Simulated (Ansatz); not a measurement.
Gas-phase reaction in SMILES: O[Si](Cl)(Cl)Cl -> [O][Si](Cl)(Cl)Cl + H atom (the H-O bond at the site shown breaks; other sites are not compared here)
Structures are relaxed separately at B3LYP-D3(BJ)/def2-TZVP in Ansatz (a quantum-chemistry and plane-wave program), one conformer each, not searched for the lowest. Frequencies are from Ansatz.

Quantity: bond dissociation energy (enthalpy at 298 K, with B3LYP-D3(BJ) rigid-rotor harmonic-oscillator terms), in kcal/mol. Correlated levels leave the core frozen unless marked. UHF or UKS for open shells. No spin-orbit coupling. No relativistic terms. Basis-set limits of correlation are two-point, X^-3; Hartree-Fock from the larger set.

```json
[
 {"level": "SVWN5/def2-TZVPD", "program": "Ansatz", "bond dissociation energy (kcal/mol)": "(withheld)"},
 {"level": "revPBE-D3(BJ)/def2-TZVPD", "program": "Ansatz + dftd3", "bond dissociation energy (kcal/mol)": "113.9"},
 {"level": "PBE0-D4/def2-TZVP", "program": "Ansatz + dftd4", "bond dissociation energy (kcal/mol)": "117.5"},
 {"level": "PBE0/def2-TZVPD", "program": "Ansatz", "bond dissociation energy (kcal/mol)": "(withheld)"},
 {"level": "BHLYP-D4/def2-TZVPD", "program": "Ansatz + dftd4", "bond dissociation energy (kcal/mol)": "116.3"},
 {"level": "B2GP-PLYP-D4/def2-TZVPD", "program": "Ansatz + dftd4", "bond dissociation energy (kcal/mol)": "121.0"},
 {"level": "B2PLYP/def2-TZVPD", "program": "Ansatz", "bond dissociation energy (kcal/mol)": "120.1"},
 {"level": "PBE-QIDH/def2-TZVPD", "program": "Ansatz", "bond dissociation energy (kcal/mol)": "(withheld)"},
 {"level": "SCS-MP2/cc-pV(T+d)Z", "program": "Ansatz", "bond dissociation energy (kcal/mol)": "125.3"},
 {"level": "CCSD/6-31G", "program": "Ansatz", "bond dissociation energy (kcal/mol)": "(withheld)"},
 {"level": "CCSD(T)/CBS(cc-pV(T+d)Z,cc-pV(Q+d)Z)", "program": "Ansatz", "bond dissociation energy (kcal/mol)": "124.9"}
]
```

Task: What belongs in the gaps?

Result: 
- SVWN5/def2-TZVPD, bond dissociation energy (kcal/mol): 131.9
- PBE0/def2-TZVPD, bond dissociation energy (kcal/mol): 117.6
- PBE-QIDH/def2-TZVPD, bond dissociation energy (kcal/mol): 120.6
- CCSD/6-31G, bond dissociation energy (kcal/mol): 106.3
